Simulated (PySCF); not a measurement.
C₂H₇ClSi₂, SMILES Cl[Si@@H]1CC[SiH2]1.

Coordinates come from a PBE0-D3(BJ)/def2-SVP optimisation. The structure was generated by enumeration; whether it is a known compound was not checked.

Level of theory: r2SCAN/def2-TZVP in PySCF.

Gas-phase values at a fixed geometry.

```json
{
  "total_energy": "-1119.57309 hartree",
  "highest_occupied_level": "-6.64 eV",
  "lowest_empty_level": "-0.90 eV",
  "orbital_gap": "5.74 eV",
  "dipole_moment": "1.94 D",
  "quadrupole, principal values (traceless, Buckingham form, about the centre of nuclear charge)": "-2.64, 0.85, 1.79 D·Å",
  "mean_static_polarisability": "89.6 bohr³ (13.28 Å³)",
  "polarisability_principal_values": "75.8, 86.0, 107.1 bohr³"
}
```
